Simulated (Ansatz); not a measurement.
Calculated with Ansatz (gas phase, PBE0-D4/def2-TZVP geometries, no zero-point term in ΔE). CCSD(T)/CBS adds triple-zeta CCSD(T) − MP2 to the extrapolated MP2 energy (def2 sets, frozen cores). This one scheme is used for every species. Functionals use def2-TZVPP. B3LYP here is the variant with VWN-RPA as its local correlation; programs differ in this. HSE06 is defined as in plane-wave codes. Triplets are unrestricted, without spin–orbit coupling. Elements past krypton have def2 core potentials. For In outer-core shells are correlated without core-valence functions, which leaves a few kJ/mol of doubt a bond.

Consider the formal loss of a carbene: `C[CH](F)[InH2]` → `[CH2]` (triplet) + `F[CH2][InH2]`.

(1) Is it downhill or uphill in electronic energy at CCSD(T)/CBS, and by how much? (Best estimate.)

(2) What do these levels give: LDA (SPW92), PBE-D4, B3LYP-D4, HSE06-D4, ωB97X-V, CCSD/def2-TZVPP? (Best estimate.)

Largest T1 diagnostic among the species: 0.013.

Answers

(1) Computed: Uphill: ΔE = +4.63 eV.

(2) Ansatz gave: LDA (SPW92) 5.38, PBE-D4 4.68, B3LYP-D4 4.53, HSE06-D4 4.58, ωB97X-V 4.71, CCSD/def2-TZVPP 4.37 eV.

At CCSD(T), def2-SVP lies −0.16 eV from the extrapolated value and def2-TZVPP −0.13 eV. From r2SCAN to r2SCAN0 (25 % exact exchange), in def2-TZVPP and without D4, ΔE moves by −0.06 eV.
